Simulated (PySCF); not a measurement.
C₅H₃F₃OS.
Geometry (GFN2-xTB, Å), atoms numbered from 1 in this order:
```
atom  x, y, z in Å
F1     2.092   -0.407    1.278
C2     2.436    0.013    0.058
F3     2.294    1.338    0.052
F4     3.719   -0.264   -0.122
S5     1.412   -0.792   -1.241
C6    -0.152   -0.323   -0.599
C7    -0.923   -0.892    0.375
C8    -2.077   -0.082    0.459
C9    -1.918    0.900   -0.474
O10   -0.756    0.762   -1.120
H11   -0.683   -1.760    0.952
H12   -2.907   -0.216    1.122
H13   -2.541    1.724   -0.758
```

Computed with CAM-B3LYP/def2-SVPD in PySCF (dipole) on a GFN2-xTB geometry, gas phase.

Take the most abundant isotopes and a rigid rotor. The values belong to one conformer with, in the numbering `[F:1][C:2]([F:3])([F:4])[S:5][c:6]1[cH:7][cH:8][cH:9][o:10]1`, C2–S5–C6–C7 -83°.

(1) What are A, B and C (MHz)?

(2) Classify the top.

(3) What does the inertial defect say?

(4) Give the other two planar moments, Paa and Pbb, and the rms extents of the mass along the axes.

(5) Where do the levels up to J = 5 lie, in cm⁻¹?

(6) Which types of transition are allowed, and where do some lines up to J = 2 fall?

(7) Estimate the classical rotational partition function at 10 K, 25 K and 200 K.

Answers

(1) Ia = 198.19, Ib = 675.55, Ic = 687.97 u·Å²; 505379 MHz·u·Å²/I gives A = 2550, B = 748.1, C = 734.6 MHz.

(2) A near-prolate asymmetric top; Ray's κ = -0.985.

(3) Not planar: Δ = Ic − Ia − Ib = -185.77 u·Å². For a rigid frame Δ = −2 Σ m c², so Σ m c² = 92.89 u·Å² lies off the ab plane: 5.86 from hydrogen and 87.03 from heavier atoms. The atom farthest from that plane is 1.80 Å away.

(4) Paa = Σ m a² = (Ib + Ic − Ia)/2 = 582.67 and Pbb = Σ m b² = (Ia + Ic − Ib)/2 = 105.30 u·Å². With the mass M = 167.99 u, the rms extents √(P/M) along a, b and c are 1.86, 0.79, 0.74 Å.

(5) Above 0(0,0):
J = 1: 1(0,1) 0.0495, 1(1,1) 0.1096, 1(1,0) 0.1100
J = 2: 2(0,2) 0.1484, 2(1,2) 0.2080, 2(1,1) 0.2094, 2(2,1) 0.3897, 2(2,0) 0.3897
J = 3: 3(0,3) 0.2967, 3(1,3) 0.3557, 3(1,2) 0.3584, 3(2,2) 0.5381, 3(2,1) 0.5381, 3(3,1) 0.8397, 3(3,0) 0.8397
J = 4: 4(0,4) 0.4945, 4(1,4) 0.5526, 4(1,3) 0.5572, 4(2,3) 0.7359, 4(2,2) 0.7359, 4(3,2) 1.0376, 4(3,1) 1.0376, 4(4,1) 1.4599, 4(4,0) 1.4599
J = 5: 5(0,5) 0.7418, 5(1,5) 0.7988, 5(1,4) 0.8056, 5(2,4) 0.9832, 5(2,3) 0.9833, 5(3,3) 1.2849, 5(3,2) 1.2849, 5(4,2) 1.7072, 5(4,1) 1.7072, 5(5,1) 2.2501, 5(5,0) 2.2501
The levels of one J sum to (2J + 1)J(J + 1)(A + B + C)/3.

(6) The dipole components are |μa| = 2.61 D, |μb| = 0.60 D, |μc| = 0.52 D. Intensities carry the squares of the components, which stand as 1.00 : 0.05 : 0.04 (a : b : c). Some lines, for components of 0.1 D or more:

```json
{"type": "b", "branch": "R", "J(Ka,Kc)": "2(0,2) ← 1(1,1)", "MHz": "1163", "lower level (cm⁻¹)": "0.110"}
{"type": "a", "branch": "R", "J(Ka,Kc)": "1(0,1) ← 0(0,0)", "MHz": "1483", "lower level (cm⁻¹)": "0.000"}
{"type": "c", "branch": "Q", "J(Ka,Kc)": "2(1,2) ← 2(0,2)", "MHz": "1789", "lower level (cm⁻¹)": "0.148"}
{"type": "c", "branch": "Q", "J(Ka,Kc)": "1(1,1) ← 1(0,1)", "MHz": "1802", "lower level (cm⁻¹)": "0.049"}
{"type": "b", "branch": "Q", "J(Ka,Kc)": "2(1,1) ← 2(0,2)", "MHz": "1829", "lower level (cm⁻¹)": "0.148"}
{"type": "a", "branch": "R", "J(Ka,Kc)": "2(1,2) ← 1(1,1)", "MHz": "2952", "lower level (cm⁻¹)": "0.110"}
{"type": "a", "branch": "R", "J(Ka,Kc)": "2(0,2) ← 1(0,1)", "MHz": "2965", "lower level (cm⁻¹)": "0.049"}
{"type": "a", "branch": "R", "J(Ka,Kc)": "2(1,1) ← 1(1,0)", "MHz": "2979", "lower level (cm⁻¹)": "0.110"}
{"type": "b", "branch": "R", "J(Ka,Kc)": "1(1,1) ← 0(0,0)", "MHz": "3285", "lower level (cm⁻¹)": "0.000"}
{"type": "c", "branch": "R", "J(Ka,Kc)": "1(1,0) ← 0(0,0)", "MHz": "3298", "lower level (cm⁻¹)": "0.000"}
{"type": "b", "branch": "R", "J(Ka,Kc)": "2(1,2) ← 1(0,1)", "MHz": "4754", "lower level (cm⁻¹)": "0.049"}
{"type": "c", "branch": "R", "J(Ka,Kc)": "2(1,1) ← 1(0,1)", "MHz": "4794", "lower level (cm⁻¹)": "0.049"}
{"type": "c", "branch": "Q", "J(Ka,Kc)": "2(2,1) ← 2(1,1)", "MHz": "5406", "lower level (cm⁻¹)": "0.209"}
{"type": "b", "branch": "Q", "J(Ka,Kc)": "2(2,0) ← 2(1,1)", "MHz": "5406", "lower level (cm⁻¹)": "0.209"}
{"type": "b", "branch": "R", "J(Ka,Kc)": "2(2,1) ← 1(1,0)", "MHz": "8385", "lower level (cm⁻¹)": "0.110"}
{"type": "c", "branch": "R", "J(Ka,Kc)": "2(2,0) ← 1(1,0)", "MHz": "8385", "lower level (cm⁻¹)": "0.110"}
{"type": "b", "branch": "R", "J(Ka,Kc)": "2(2,0) ← 1(1,1)", "MHz": "8398", "lower level (cm⁻¹)": "0.110"}
```

(7) Point group C1, symmetry number σ = 1; q = (√π/σ)·√((kT/h)³/(ABC)), k/h = 20836.6 MHz/K: 4500 at 10 K, 17800 at 25 K, 403000 at 200 K.

No frequency check. These are rigid-rotor constants of the computed structure; measured ground-state constants (B0) also hold zero-point vibration.
